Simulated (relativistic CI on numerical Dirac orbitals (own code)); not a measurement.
# Zn⁴⁺: L2,3 absorption edge

Computed with this model: Dirac-Coulomb-Breit CI, orbitals from a KLI potential per configuration, a model potential for QED, valence Slater integrals scaled by 0.9, multiplet model of core-to-valence dipole absorption; configurations [Ar] 3d8 → [He] 2s2 2p5 3s2 3p6 3d9; 10 K; Lorentzian 0.4 eV and Gaussian 0.3 eV FWHM. Energies are those of the free ion, without screening or charge transfer. The branching ratio is the share of the lower-energy edge in the whole absorption, uncertain by about 0.02 where the edges overlap. S is read from ⟨S²⟩ = S(S + 1).

Field parameters in Wybourne normalisation: Oh B⁴₀ = 21Dq, B⁴₄ = √(5/14) B⁴₀. The field is a parameter set, without covalency.

Computed curve for Oh, 10Dq = 17550 cm⁻¹, scaled to 100 at the maximum (points under 2 are left out and the grid is thinned):

(Energy (eV), Intensity): (1016.9, 2.1), (1017.1, 2.6), (1017.3, 3.4), (1017.4, 4.0), (1017.6, 5.5), (1017.8, 8.3), (1018.0, 14.2), (1018.2, 28.4), (1018.4, 59.5), (1018.5, 78.3), (1018.7, 100.0), (1018.9, 88.7), (1019.1, 61.1), (1019.3, 32.7), (1019.5, 16.3), (1019.6, 12.2), (1019.8, 7.9), (1020.0, 6.2), (1020.2, 6.3), (1020.4, 8.0), (1020.6, 8.2), (1020.7, 7.1), (1020.9, 5.2), (1021.1, 5.4), (1021.3, 7.8), (1021.5, 11.9), (1021.7, 19.6), (1021.8, 24.7), (1022.0, 25.4), (1022.2, 14.2), (1022.4, 6.9), (1022.6, 4.0), (1022.8, 2.8), (1022.9, 2.6), (1023.1, 2.8), (1023.3, 4.1), (1023.5, 5.1), (1023.7, 3.6), (1023.9, 2.2), (1041.6, 2.3), (1041.8, 3.9), (1042.0, 7.9), (1042.2, 17.2), (1042.4, 25.5), (1042.6, 19.7), (1042.7, 14.3), (1042.9, 7.0), (1043.1, 4.3), (1043.3, 3.7), (1043.5, 4.5), (1043.7, 7.6), (1043.8, 11.0), (1044.0, 22.0), (1044.2, 25.8), (1044.4, 15.8), (1044.6, 9.2), (1044.8, 6.9), (1044.9, 5.7), (1045.1, 3.3), (1045.3, 2.0)

The ground state has S = 1.00, and the centroid lies at 1025.45 eV.
